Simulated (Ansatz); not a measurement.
SiSe2. Charge 0, multiplicity 1. Geometry PBE-D4/def2-TZVP, basis def2-TZVP, Ansatz.

```xyz
3

Si    1.2627    0.2109   -0.1260
Se   -0.5692    0.2254    1.2395
Se   -0.6935   -0.4364   -1.1136
```

```
run  HOMO (eV)  LUMO (eV)
  A      -5.30      -3.46
  B      -5.45      -3.64
  C      -5.55      -3.43
  D      -7.50      -1.70
  E      -6.34      -2.76
```

Another isomer (singlet) lies 0.54 eV lower at PBE0-D4/def2-TZVP; other spin states weren't run for this one.

The runs used CAM-B3LYP, LDA (SPW92), PBE, PBE0, r2SCAN. Estimate which is which.

A PBE (0 % exact exchange); B LDA (SPW92) (0 % exact exchange); C r2SCAN (0 % exact exchange); D CAM-B3LYP (range-separated); E PBE0 (25 % exact exchange). Exact exchange lowers occupied and raises empty levels; among semilocal functionals meta-GGAs tend to open the gap a little, and such runs are hard to tell apart. The gap grows from 1.80 eV (LDA (SPW92)) to 5.80 eV (CAM-B3LYP).
